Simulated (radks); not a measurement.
Results of a calculation; reference values are marked as such.
Q: Radial electron density D(r) = 4 pi r^2 rho(r) of an atom or ion with 34 electrons. Code: a radial shooting solver on a logarithmic mesh with Libxc functionals. Model: Dirac Kohn-Sham, PBEsol, spin-unpolarised, spherical densities, finite nucleus; Fermi nuclear charge, rms radius of each element as measured or else 0.836 A^(1/3) + 0.57 fm.

```
   r/bohr * D(r) (the largest magnitude, 49.3, reaches the edge; | marks zero)
 0.006169 |          *
 0.007415 |             *
 0.008842 |                 *
  0.01054 |                     *
  0.01267 |                           *
  0.01511 |                                *
  0.01817 |                                      *
  0.02166 |                                          *
  0.02583 |                                             *
  0.03105 |                                              *
  0.03702 |                                             *
   0.0445 |                                          *
  0.05307 |                                       *
  0.06328 |                                     *
  0.07606 |                                       *
   0.0907 |                                           *
    0.109 |                                                  *
     0.13 |                                                      *
    0.155 |                                                     *
   0.1863 |                                              *
   0.2222 |                                     *
   0.2671 |                              *
   0.3185 |                             *
   0.3798 |                                *
   0.4565 |                                    *
   0.5443 |                                  *
   0.6491 |                           *
   0.7802 |                 *
   0.9303 |          *
    1.118 |      *
    1.333 |    *
     1.59 |   *
    1.911 |  *
    2.279 | *
     2.74 |*
    3.267 |*
    3.895 *
    4.682 *
    5.583 *
    6.711 *
    8.003 *
    9.543 *
    11.47 *
    13.68 *
    16.44 *
    19.61 *
    23.38 *
     28.1 *
    33.51 *
    40.28 *
    48.03 *
    57.27 *
    68.84 *
```

What is the nuclear charge?

A: Z = 34. The innermost maximum, from 1s, lies near gamma/Z bohr with gamma = sqrt(1 - (Z/c)^2) = 0.969, here 0.0285 bohr (found: 0.0308), and its height grows with Z. The density is that of neutral selenium in [Ar] 3d10 4s2 4p3 7d1; the configuration itself is not fixed sharply by these data, and Z only to about a unit. D(r) has 6 maxima, at r = 0.0308, 0.139, 0.471, 9.93, 22.3, 45.4 bohr, and minima at 0.0648, 0.299, 6.55 bohr, inside which lie 2.09, 11.03, 33.01 electrons.
